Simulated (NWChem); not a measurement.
The numbers come from NWChem runs, not from measurements. System: H2Pb, charge 0, spin multiplicity 1, at a geometry optimised with B3LYP/def2-SVP with def2 effective core potentials on Pb. The structure started from a generated list of species. Level: MP2/def2-TZVPD with def2 effective core potentials on Pb, 4 core orbitals frozen.

The NWChem input:

```
start mol
memory heap 200 mb stack 900 mb global 1100 mb
geometry units angstroms nocenter noautoz
  Pb     0.000000     0.000000    -0.031416
  H      1.321177     0.000000     1.288053
  H     -1.321177     0.000000     1.288053
  symmetry group C2v
end
basis spherical
  * library def2-tzvpd
end
ecp
  Pb library def2-ecp
end
scf
  rhf
  nopen 0
  maxiter 100
  thresh 1e-7
  semidirect memsize 60000000 filesize 0
end
mp2
  freeze core 4
end
task mp2 energy
```

NWChem printed:

```
             Northwest Computational Chemistry Package (NWChem) 7.3.0
             --------------------------------------------------------

                                NWChem Input Module
                                -------------------

 Scaling coordinates for geometry "geometry" by  1.889725989
 (inverse scale =  0.529177249)

 Turning off AUTOSYM since
 SYMMETRY directive was detected!

                             Geometry "geometry" -> ""
                             -------------------------

 Output coordinates in angstroms (scale by  1.889725989 to convert to a.u.)

  No.       Tag          Charge          X              Y              Z
 ---- ---------------- ---------- -------------- -------------- --------------
    1 Pb                  82.0000     0.00000000     0.00000000    -0.03141600
    2 H                    1.0000     1.32117700     0.00000000     1.28805300
    3 H                    1.0000    -1.32117700     0.00000000     1.28805300

 Effective nuclear repulsion energy (a.u.)      46.6785138478

            Nuclear Dipole moment (a.u.)
            ----------------------------
        X                 Y               Z
 ---------------- ---------------- ----------------
     0.0000000000     0.0000000000    -0.0000113384

      Symmetry information
      --------------------

 Group name             C2v
 Group number             16
 Group order               4
 No. of unique centers     2

      Symmetry unique atoms

     1    2


 Summary of "ao basis" -> "" (spherical)
 ------------------------------------------------------------------------------
       Tag                 Description            Shells   Functions and Types
 ---------------- ------------------------------  ------  ---------------------
 *                         def2-tzvpd                 on all atoms

 Summary of "ao basis" -> "ao basis" (spherical)
 ------------------------------------------------------------------------------
       Tag                 Description            Shells   Functions and Types
 ---------------- ------------------------------  ------  ---------------------
 Pb                        def2-tzvpd               18       56   7s5p4d2f
 H                         def2-tzvpd                5        9   3s2p

                                 NWChem SCF Module
                                 -----------------

  ao basis        = "ao basis"
  functions       =    74
  atoms           =     3
  closed shells   =    12
  open shells     =     0
  charge          =   0.00
  wavefunction    = RHF
  use symmetry    = T
  symmetry adapt  = T

 Summary of "ao basis" -> "ao basis" (spherical)
 ------------------------------------------------------------------------------
       Tag                 Description            Shells   Functions and Types
 ---------------- ------------------------------  ------  ---------------------
 Pb                        def2-tzvpd               18       56   7s5p4d2f
 H                         def2-tzvpd                5        9   3s2p

      Symmetry analysis of basis
      --------------------------

        a1         31
        a2          8
        b1         20
        b2         15

 Forming initial guess at       0.0s

      Superposition of Atomic Density Guess
      -------------------------------------

 Sum of atomic energies:        -220.36034549

      Non-variational initial energy
      ------------------------------

 Total energy =    -192.683132
 1-e energy   =    -361.936752
 2-e energy   =     156.583579
 HOMO         =      -0.239172
 LUMO         =      -0.076244

      Symmetry analysis of molecular orbitals - initial
      -------------------------------------------------

  Numbering of irreducible representations:

     1 a1          2 a2          3 b1          4 b2

  Orbital symmetries:

     1 a1          2 b1          3 a1          4 b2          5 b1
     6 a1          7 a1          8 a2          9 b2         10 a1
    11 b1         12 a1         13 b2         14 a1         15 b1
    16 a1         17 a1         18 b2         19 a2         20 b1
    21 a1         22 b2

 Starting SCF solution at       0.3s

 ----------------------------------------------
         Quadratically convergent ROHF

 Convergence threshold     :          1.000E-07
 Maximum no. of iterations :          100
 Final Fock-matrix accuracy:          1.000E-09
 ----------------------------------------------

              iter       energy          gnorm     gmax       time
             ----- ------------------- --------- --------- --------
                 1     -192.9412677285  2.90D-01  8.24D-02      0.3
                 2     -192.9522500517  2.88D-02  9.94D-03      0.3
                 3     -192.9523602253  5.36D-04  2.01D-04      0.3
                 4     -192.9523602809  7.68D-08  2.08D-08      0.3

       Final RHF  results
       ------------------

         Total SCF energy =   -192.952360280873
      One-electron energy =   -362.201057506026
      Two-electron energy =    156.578656420189
 Nuclear repulsion energy =     12.670040804964

        Time for solution =      0.1s

       Symmetry analysis of molecular orbitals - final
       -----------------------------------------------

  Numbering of irreducible representations:

     1 a1          2 a2          3 b1          4 b2

  Orbital symmetries:

     1 a1          2 b2          3 b1          4 a1          5 a1
     6 a2          7 b2          8 b1          9 a1         10 a1
    11 b1         12 a1         13 b2         14 a1         15 b1
    16 a1         17 a2         18 b2         19 a1         20 b1
    21 a1         22 b2

             Final eigenvalues
             -----------------

              1
    1   -6.1786
    2   -3.8696
    3   -3.8589
    4   -3.8560
    5   -1.0914
    6   -1.0854
    7   -1.0821
    8   -1.0790
    9   -1.0697
   10   -0.6402
   11   -0.3843
   12   -0.3266
   13   -0.0071
   14    0.0563
   15    0.0811
   16    0.1015
   17    0.1134
   18    0.1144
   19    0.1180
   20    0.1384
   21    0.1397
   22    0.1748

                       ROHF Final Molecular Orbital Analysis
                       -------------------------------------

 Vector   10  Occ=2.000000D+00  E=-6.402209D-01  Symmetry=a1
              MO Center=  5.5D-15, -4.4D-16,  3.8D-01, r^2= 2.1D+00
   Bfn.  Coefficient  Atom+Function         Bfn.  Coefficient  Atom+Function
  ----- ------------  ---------------      ----- ------------  ---------------
     5      0.653655  1 Pb s                  3     -0.534339  1 Pb s
     6      0.410808  1 Pb s                  2      0.346871  1 Pb s
     4     -0.275089  1 Pb s

 Vector   11  Occ=2.000000D+00  E=-3.842975D-01  Symmetry=b1
              MO Center= -1.2D-15, -1.3D-17,  8.8D-01, r^2= 3.0D+00
   Bfn.  Coefficient  Atom+Function         Bfn.  Coefficient  Atom+Function
  ----- ------------  ---------------      ----- ------------  ---------------
    17     -0.287770  1 Pb px                11      0.277461  1 Pb px
    58     -0.228296  2 H  s                 67      0.228296  3 H  s
    14     -0.197668  1 Pb px                59     -0.178703  2 H  s
    68      0.178703  3 H  s                 26     -0.168686  1 Pb d  1

 Vector   12  Occ=2.000000D+00  E=-3.266383D-01  Symmetry=a1
              MO Center=  8.0D-16, -8.2D-17,  1.0D-01, r^2= 3.4D+00
   Bfn.  Coefficient  Atom+Function         Bfn.  Coefficient  Atom+Function
  ----- ------------  ---------------      ----- ------------  ---------------
     5      0.362658  1 Pb s                 19     -0.352151  1 Pb pz
     6      0.334057  1 Pb s                 13      0.312897  1 Pb pz
     3     -0.284596  1 Pb s                 16     -0.226401  1 Pb pz
     2      0.177304  1 Pb s                 58     -0.174930  2 H  s
    67     -0.174930  3 H  s                 59     -0.156170  2 H  s

 Vector   13  Occ=0.000000D+00  E=-7.054591D-03  Symmetry=b2
              MO Center=  3.4D-12,  1.3D-16, -5.5D-02, r^2= 5.3D+00
   Bfn.  Coefficient  Atom+Function         Bfn.  Coefficient  Atom+Function
  ----- ------------  ---------------      ----- ------------  ---------------
    21      0.653861  1 Pb py                12     -0.320883  1 Pb py
    18      0.318706  1 Pb py                15      0.229401  1 Pb py

 Vector   14  Occ=0.000000D+00  E= 5.628689D-02  Symmetry=a1
              MO Center=  5.3D-13, -5.7D-15, -3.4D-01, r^2= 1.2D+01
   Bfn.  Coefficient  Atom+Function         Bfn.  Coefficient  Atom+Function
  ----- ------------  ---------------      ----- ------------  ---------------
     7      1.777005  1 Pb s                  6     -1.064050  1 Pb s
     3      0.233951  1 Pb s                 59     -0.233565  2 H  s
    68     -0.233565  3 H  s

 Vector   15  Occ=0.000000D+00  E= 8.109963D-02  Symmetry=b1
              MO Center= -3.8D-13, -6.8D-15, -1.0D+00, r^2= 8.8D+00
   Bfn.  Coefficient  Atom+Function         Bfn.  Coefficient  Atom+Function
  ----- ------------  ---------------      ----- ------------  ---------------
    20      0.784165  1 Pb px                41      0.670196  1 Pb d  1
    59     -0.501223  2 H  s                 68      0.501223  3 H  s
    17      0.298458  1 Pb px                36     -0.227955  1 Pb d  1

 center of mass
 --------------
 x =   0.00000000 y =   0.00000000 z =  -0.03543393

 moments of inertia (a.u.)
 ------------------
          12.411446056864           0.000000000000           0.000000000000
           0.000000000000          24.975644974572           0.000000000000
           0.000000000000           0.000000000000          12.564198917707

  Mulliken analysis of the total density
  --------------------------------------

    Atom       Charge   Shell Charges
 -----------   ------   -------------------------------------------------------
    1 Pb  22    21.79   0.06 -0.59  1.77  0.76  1.04  0.83 -0.00 -0.62  6.56  0.53  1.05  0.27  9.09  0.89  0.11  0.01  0.02  0.00
    2 H    1     1.10   0.21  0.56  0.34  0.01 -0.01
    3 H    1     1.10   0.21  0.56  0.34  0.01 -0.01

       Multipole analysis of the density wrt the origin
       ------------------------------------------------

     L   x y z        total         open         nuclear
     -   - - -        -----         ----         -------
     0   0 0 0     -0.000000      0.000000     24.000000

     1   1 0 0      0.000000      0.000000      0.000000
     1   0 1 0     -0.000000      0.000000      0.000000
     1   0 0 1     -0.637367      0.000000      3.562047

     2   2 0 0    -25.070048      0.000000     12.466647
     2   1 1 0     -0.000000      0.000000      0.000000
     2   1 0 1     -0.000000      0.000000      0.000000
     2   0 2 0    -19.319950      0.000000      0.000000
     2   0 1 1     -0.000000      0.000000      0.000000
     2   0 0 2    -26.361770      0.000000     11.926906

                   NWChem MP2 Semi-direct Energy/Gradient Module
                   ---------------------------------------------

  Basis functions       =     74
  Molecular orbitals    =     74
  Frozen core           =      4
  Frozen virtuals       =      0
  Active alpha occupied =      8
  Active beta occupied  =      8
  Active alpha virtual  =     62
  Active beta virtual   =     62
  Use MO symmetry       = T
  Use skeleton AO sym   = T

  AO/Fock/Back tols     =   1.0D-09  1.0D-09  1.0D-09

 GA uses MA = F    GA memory limited = T

 Available:
  local mem=  1.26D+08
 global mem=  1.44D+08
 local disk=  0.00D+00
  mp2_memr nvloc                    62
  nvloc new                    62
   1 passes of   8:        4194304                      35961                   4689202.
   1 passes of   8: M    126141928           G      144168248           F     121947624.

 Semi-direct pass number   1 of   1  for RHF alpha+beta  at        0.4s
  vrange nnbf                  2775
  mp2_eaftype                    17  avail_ma_in_mb                  1099
 EAF : mp2_eaftype filesize          17    2344601.
  mp2_eaf for mointskh                     17
Node 0 wrote     11.0 Mb in      0.0 s     Agg I/O rate:  6257.1 Mb/s
 Done moints_semi at        1.1s
  mp2_eaftype                    17  avail_ma_in_mb                  1082
 EAF : mp2_eaftype filesize          17    2344601.
  mp2_eaf for kh                    17
 Done maket at        1.1s
 Done multipass loop at        1.1s

          -------------------------------------------
          SCF energy                -192.952360280873
          Correlation energy          -0.401508827199
          Singlet pairs               -0.202539188927
          Triplet pairs               -0.198969638271
          Total MP2 energy          -193.353869108071
          -------------------------------------------

          ---------------------------------------------------
                    Spin Component Scaled (SCS) MP2
          Same spin pairs                     -0.132646425514
          Same spin scaling factor             0.333333333333
          Opposite spin pairs                 -0.268862401684
          Opposite spin scaling fact.          1.200000000000
          SCS-MP2 correlation energy          -0.366850357193
          Total SCS-MP2 energy              -193.319210638065
          ---------------------------------------------------

 -----------------------
 Performance information
 -----------------------

 Timer overhead =  1.20D-07 seconds/call

               Nr. of calls         CPU time (s)                 Wall time (s)                GFlops
             ---------------    -------------------     ------------------------------   -------------------
Name         Min   Avg   Max    Min     Avg     Max     Min     Avg     Max   Mx/calls   Min     Max     Sum
mp2: moin     1     1     1   0.74    0.74    0.74     0.74    0.74    0.74    0.74      0.0     0.0     0.0
mp2: make     1     1     1   3.59E-2 3.59E-2 3.59E-2  3.59E-2 3.59E-2 3.59E-2 3.59E-2   0.0     0.0     0.0
mp2: tota     1     1     1   0.81    0.81    0.81     0.81    0.81    0.81    0.81      0.0     0.0     0.0

 The average no. of pstat calls per process was 3.00D+00
 with a timing overhead of 3.61D-07s

 Task  times  cpu:        1.1s     wall:        1.1s

 Total times  cpu:        1.2s     wall:        1.2s
```
